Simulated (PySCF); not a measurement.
Z-matrix (Å, degrees):
```
Nb
O 1 1.7200
N 1 2.0017 2 108.67
H 3 1.0267 1 124.38 2 -0.05
H 3 1.0268 4 108.76 1 180.00
N 1 2.0017 2 108.69 3 119.99
H 6 1.0268 1 124.37 2 0.06
H 6 1.0268 7 108.77 1 179.98
N 1 2.0020 2 109.00 3 -120.00
H 9 1.0266 1 124.87 2 0.00
H 9 1.0271 10 108.78 1 179.96
```
Charge 0, spin multiplicity 1.

Problem. Give the charge on the central atom (Mulliken), LUMO, dipole moment, total energy and HOMO–LUMO gap at the level TPSSh-D3(BJ)/def2-TZVP // BP86-D3(BJ)/def2-SVP in PySCF.

Solution. 
* **charge on the central atom (Mulliken)**: 1.76 e
* **LUMO**: -0.94 eV
* **dipole moment**: 3.62 D
* **total energy**: -300.3586 Ha
* **HOMO–LUMO gap**: 5.07 eV
